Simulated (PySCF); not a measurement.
**How methods differ on the excitation energy of P**

P [Ne] 3s2 3p3 (4S) → P [Ne] 3s2 3p2 4s1 (4P), as a difference of total energies. Computed with PySCF 2.14 in aug-cc-pCVTZ-DK with one added diffuse shell each of s, p, d, f type (9s8p6d4f, 91 functions), with scalar relativity by spin-free X2C-1e. Correlated levels: valence: [Ne] frozen. The calculations carry no spin-orbit coupling.

```json
{"method": "UHF", "excitation energy (eV)": "6.607", "error (eV)": "-0.360"}
{"method": "MP2 (valence)", "excitation energy (eV)": "6.984", "error (eV)": "+0.017"}
{"method": "SCS-MP2 (valence)", "excitation energy (eV)": "6.872", "error (eV)": "-0.095"}
{"method": "CCSD (valence)", "excitation energy (eV)": "6.898", "error (eV)": "-0.069"}
{"method": "CCSD(T) (valence)", "excitation energy (eV)": "6.921", "error (eV)": "-0.046"}
```

Reference: 6.967 eV (measured; NIST levels, between the centres of gravity of the two terms).

Errors of the correlated levels include the incompleteness of this basis and the frozen core.
